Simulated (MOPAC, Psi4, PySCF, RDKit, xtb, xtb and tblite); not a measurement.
Torsional profile of C6H8O2Si, SMILES Oc1cccc(O[SiH3])c1. Scanned: dihedral C5–C6–O7–Si8; all other coordinates were relaxed at GFN2-xTB. Points at φ and −φ are mirror images.

Geometry of the scan point at -30° (Å):
```
17

O     -3.1648    -1.2499     0.0574
C     -2.0314    -0.5044    -0.0195
C     -2.1530     0.8600    -0.2664
C     -1.0165     1.6394    -0.3491
C      0.2412     1.0842    -0.1907
C      0.3651    -0.2771     0.0517
O      1.5612    -0.8710     0.2452
Si     3.0665    -0.5688    -0.2877
C     -0.7742    -1.0695     0.1406
H     -2.9392    -2.1710     0.2354
H     -3.1370     1.2819    -0.3878
H     -1.1098     2.6980    -0.5389
H      1.1306     1.6908    -0.2562
H      3.7216    -1.7793     0.1809
H      3.6211     0.6437     0.3197
H      3.0710    -0.4158    -1.7433
H     -0.6622    -2.1273     0.3346
```

GFN2-xTB (xtb and tblite); MMFF94 // GFN2-xTB (RDKit); B3LYP/def2-SVP // GFN2-xTB (Psi4); B3LYP-D3(BJ)/def2-SVP // GFN2-xTB (Psi4); PBE/def2-SVP // GFN2-xTB (Psi4); PBE-D3(BJ)/def2-SVP // GFN2-xTB (Psi4); UFF // GFN2-xTB (RDKit); AM1, restricted, heats of formation // GFN2-xTB (MOPAC); PM3, restricted, heats of formation // GFN2-xTB (MOPAC); GFN1-xTB // GFN2-xTB (xtb); RKS-B3LYP/6-31G* = PySCF with restricted B3LYP/6-31G*, spherical d, density fitting // GFN2-xTB; RKS-BP86/6-31G* = restricted BP86/6-31G*, spherical d, density fitting // GFN2-xTB (PySCF); RMP2/3-21G = restricted MP2 (frozen core)/3-21G // GFN2-xTB (PySCF 2.14.0); RKS-M06-2X/6-31G* = PySCF with restricted M06-2X/6-31G*, spherical d, density fitting // GFN2-xTB.

Least-squares fit of E(φ) = a0 + Σ (a_n cos nφ + b_n sin nφ), n = 1 to 4, to the 24 scan points, in kcal/mol above the lowest point of each profile (levels whose profile four harmonics don't fit are not listed):

| method | a0 | a1 | b1 | a2 | b2 | a3 | b3 | a4 | b4 | rms of fit |
|---|---|---|---|---|---|---|---|---|---|---|
| GFN2-xTB | 0.82 | -0.08 | 0.00 | -0.69 | 0.00 | 0.01 | 0.00 | -0.07 | 0.00 | 0.01 |
| MMFF94 | 1.11 | -0.26 | 0.00 | -0.99 | 0.00 | 0.03 | 0.00 | 0.09 | 0.00 | 0.02 |
| B3LYP/def2-SVP | 0.88 | -0.22 | 0.00 | -0.64 | 0.00 | 0.00 | 0.00 | -0.06 | 0.00 | 0.02 |
| B3LYP-D3(BJ)/def2-SVP | 0.93 | -0.20 | 0.00 | -0.70 | 0.00 | 0.00 | 0.00 | -0.06 | 0.00 | 0.03 |
| PBE/def2-SVP | 1.05 | -0.21 | 0.00 | -0.81 | 0.00 | 0.01 | 0.00 | -0.07 | 0.00 | 0.02 |
| PBE-D3(BJ)/def2-SVP | 1.07 | -0.20 | 0.00 | -0.84 | 0.00 | 0.01 | 0.00 | -0.07 | 0.00 | 0.02 |
| UFF | 3.56 | -0.20 | 0.00 | -3.54 | 0.00 | 0.09 | 0.00 | -0.03 | 0.00 | 0.10 |
| AM1 | 0.35 | -0.22 | 0.00 | -0.07 | 0.00 | 0.03 | 0.00 | -0.13 | 0.00 | 0.02 |
| PM3 | 1.23 | -0.22 | 0.00 | -1.07 | 0.00 | 0.04 | 0.00 | -0.04 | 0.00 | 0.02 |
| GFN1-xTB | 0.29 | 0.04 | 0.00 | -0.20 | 0.00 | -0.01 | 0.00 | -0.04 | 0.00 | 0.02 |
| RKS-B3LYP/6-31G* | 0.65 | -0.22 | 0.00 | -0.43 | 0.00 | 0.00 | 0.00 | -0.03 | 0.00 | 0.02 |
| RKS-BP86/6-31G* | 0.82 | -0.21 | 0.00 | -0.61 | 0.00 | 0.01 | 0.00 | -0.03 | 0.00 | 0.02 |
| RMP2/3-21G | 1.30 | -0.34 | 0.00 | -0.96 | 0.00 | 0.00 | 0.00 | -0.04 | 0.00 | 0.03 |
| RKS-M06-2X/6-31G* | 0.86 | -0.23 | 0.00 | -0.63 | 0.00 | 0.00 | 0.00 | -0.05 | 0.00 | 0.03 |

MMFF94 has few fitted parameters for silicon.
